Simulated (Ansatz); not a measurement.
Cost and result up the ladder for Al2S3 (the lowest singlet isomer of a short search) (5 atoms). Total charge 0; singlet. Geometry: PBE-D4/def2-SVP.

Cartesian coordinates in Å:
```
Al 0.5193 1.5374 0.1842
Al -0.0252 -1.6159 -0.2356
S -0.5763 3.2018 0.5174
S 1.7038 -0.2706 -0.1773
S -1.6217 -2.8528 -0.2886
```

Ansatz on 4 threads of Arm Neoverse V1 on a shared host. Times are rough, and most runs start from the orbitals of an earlier one. PBE0-D4/def2-TZVPD serves as the yardstick here, not as an exact answer. Differences are given only for rows in sets of like size (and for xTB, whose basis is part of the method), since another set adds its own error. Binding counts from free atoms at the same level (Al doublet, S triplet; other spins of the atoms weren't run), without zero-point energy or a counterpoise term.

B3LYP takes the VWN-RPA correlation. Correlated methods freeze 25 core orbitals. The structure comes from a short search, and lower isomers may exist.

Correlated methods converge slowly with the basis.

```csv
level,functions,wall time,binding energy per atom (eV),difference from PBE0-D4/def2-TZVPD (eV)
HF/STO-3G,45,0.15 s,2.59,–
B3LYP-D4/6-31G,65,0.7 s,2.45,–
PBE-D4/def2-SVP,90,0.75 s,3.21,–
PBE0-D4/def2-SVP,90,0.95 s,3.08,–
HF/def2-TZVP,185,1.6 s,1.97,-1.13
PBE-D4/def2-TZVP (with forces),185,1.7 s,3.21,0.11
MP2/def2-TZVP,185,1.7 s,3.12,0.02
PBE-D4/def2-TZVPD,224,2.8 s,3.20,0.11
RPA@PBE/def2-TZVP,185,2.8 s,2.70,-0.39
PBE0-D4/def2-TZVP,185,2.9 s,3.10,0.00
r2SCAN-D4/def2-TZVP,185,3.8 s,3.19,0.09
PBE0-D4/def2-TZVPD,224,4 s,3.10,0.00
r2SCAN-D4/def2-TZVPD,224,5.5 s,3.19,0.09
CCSD(T)/def2-TZVPP,210,34 s,2.94,-0.16
```
